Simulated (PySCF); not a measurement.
# `CCCC[Si@H](C)[SiH3]`: 4 charge schemes on one density

Species: C5H16Si2.
Structure used (GFN2-xTB), in Å, numbered top down from 1:
```
atom  x, y, z in Å
C1    -3.623   -0.730   -0.059
C2    -2.467    0.093    0.495
C3    -1.153   -0.217   -0.220
C4     0.008    0.608    0.325
Si5    1.671    0.306   -0.569
C6     2.126   -1.539   -0.400
Si7    3.310    1.677    0.325
H8    -3.767   -0.520   -1.117
H9    -4.547   -0.497    0.467
H10   -3.423   -1.793    0.053
H11   -2.353   -0.112    1.562
H12   -2.693    1.157    0.387
H13   -1.272   -0.015   -1.288
H14   -0.931   -1.281   -0.109
H15    0.118    0.396    1.392
H16   -0.251    1.667    0.252
H17    1.434    0.548   -2.009
H18    2.211   -1.831    0.643
H19    1.382   -2.182   -0.863
H20    3.079   -1.750   -0.877
H21    4.609    1.494   -0.326
H22    3.543    1.450    1.755
H23    2.985    3.100    0.193
```

Density: PBE0/pcSseg-1 (PySCF); schemes: Mulliken, IAO, Hirshfeld and ESP-fitted. Geometry: GFN2-xTB, one conformer, isolated molecule. GFN2-xTB frequencies show an imaginary mode (24i cm⁻¹), so this geometry is no minimum at that level.

Question: What partial charge does each atom carry?

Answer: In e:

```csv
atom,environment,Mulliken,IAO,Hirshfeld,ESP-fitted
C1,methyl carbon,-0.259,-0.417,-0.118,-0.401
C2,chain CH2 carbon,-0.264,-0.243,-0.064,+0.140
C3,chain CH2 carbon,-0.261,-0.240,-0.066,+0.136
C4,sp3 carbon bound to silicon,-0.518,-0.521,-0.157,-0.384
Si5,SiH silicon,+0.464,+0.625,+0.286,+0.505
C6,Si-methyl carbon,-0.614,-0.703,-0.212,-0.579
Si7,SiH3 silicon,+0.210,+0.263,+0.203,+0.061
H8,methyl hydrogen,+0.107,+0.136,+0.038,+0.088
H9,methyl hydrogen,+0.115,+0.141,+0.040,+0.105
H10,methyl hydrogen,+0.106,+0.135,+0.038,+0.086
H11,methylene hydrogen,+0.113,+0.127,+0.035,-0.015
H12,methylene hydrogen,+0.114,+0.127,+0.035,-0.007
H13,methylene hydrogen,+0.123,+0.126,+0.034,-0.007
H14,methylene hydrogen,+0.121,+0.123,+0.035,+0.006
H15,methylene hydrogen,+0.135,+0.137,+0.034,+0.079
H16,methylene hydrogen,+0.137,+0.139,+0.035,+0.071
H17,Si–H hydrogen,-0.050,-0.118,-0.084,-0.144
H18,methyl hydrogen,+0.138,+0.152,+0.040,+0.144
H19,methyl hydrogen,+0.144,+0.155,+0.043,+0.134
H20,methyl hydrogen,+0.141,+0.155,+0.040,+0.141
H21,Si–H hydrogen,-0.066,-0.101,-0.079,-0.054
H22,Si–H hydrogen,-0.069,-0.099,-0.077,-0.048
H23,Si–H hydrogen,-0.065,-0.099,-0.078,-0.057
```

Mean size of the charges over all atoms: IAO 0.221 e, Mulliken 0.188 e, ESP-fitted 0.148 e, Hirshfeld 0.081 e. Each set sums to the total charge, 0, to within 0.001 e. The Mulliken scheme gives each basis function's population to the atom it is centred on and halves the overlap population of two atoms between them. The Hirshfeld scheme weights the molecular density at each point by an atom's share of the summed free-atom densities.

Lowest charge. All schemes agree: Mulliken C6 (-0.614); IAO C6 (-0.703); Hirshfeld C6 (-0.212); ESP-fitted C6 (-0.579).

Highest charge. All schemes agree: Mulliken Si5 (+0.464); IAO Si5 (+0.625); Hirshfeld Si5 (+0.286); ESP-fitted Si5 (+0.505).

Question: How closely do the schemes follow one another over all atoms?

Answer: Correlation coefficient and root-mean-square difference: Mulliken with IAO 0.99, 0.057 e; IAO with Hirshfeld 0.94, 0.183 e; Mulliken with Hirshfeld 0.91, 0.150 e; IAO with ESP-fitted 0.86, 0.143 e; Hirshfeld with ESP-fitted 0.81, 0.143 e; Mulliken with ESP-fitted 0.81, 0.142 e.

Question: How many electrons does the Mulliken scheme count on C3?

Answer: Z − q = 6 − (-0.261) = 6.261.

The run behind these numbers computed NMR shieldings as well. The run took 61 s wall on one thread, Arm Neoverse N1 (aarch64), shared host with 64 logical CPUs at a one-minute load of 30, and the process peaked at 0.96 GiB of memory.
